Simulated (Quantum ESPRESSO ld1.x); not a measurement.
Rb24+, configuration [Ne] 3s2 3p1.

All-electron calculation, scalar-relativistic Kohn-Sham, LDA (Slater exchange, Perdew-Wang correlation), spin-polarised, spherical densities, point nucleus; open shells are filled with parallel spins first. Program: ld1.x of Quantum ESPRESSO 7.5.

Energy parts (hartree):
| part | energy |
|---|---|
| total | -2598.8220 |
| kinetic | 2669.9244 |
| electron-nucleus | -5656.6461 |
| Hartree | 450.3144 |
| exchange-correlation | -62.4148 |

Orbitals (lengths in bohr, moments of r in powers of bohr; <r^-3> diverges for s and p1/2; r(max) is where P^2 peaks):
orbital,occ.,eigenvalue (hartree),<r^-3>,r(max)
1s up,1,-592.853,-,0.026
1s down,1,-592.795,-,0.026
2s up,1,-113.105,-,0.148
2s down,1,-113.046,-,0.148
2p up,3,-105.199,1689,0.119
2p down,3,-105.131,1689,0.119
3s up,1,-42.9622,-,0.410
3s down,1,-42.7441,-,0.410
3p up,1,-40.4529,397.0,0.394
3p down,0,-40.2348,396.4,0.394
3d up,0,-37.0489,58.23,0.320
3d down,0,-36.8563,58.49,0.318
4s up,0,-22.2334,-,0.823
4s down,0,-22.1576,-,0.823

The highest occupied level is 3p up at -1100.8 eV. For comparison, the ionisation energy in NIST's Atomic Spectra Database is 1125 eV (semi-empirical). In exact Kohn-Sham theory the highest level is minus the ionisation energy, but local and semilocal functionals leave it too shallow, through self-interaction and a potential that decays too fast; potentials with the right tail come closer. The density falls to 0.001 e/bohr^3 at r = 1.10 bohr. Spin moment in Bohr magnetons: 1.
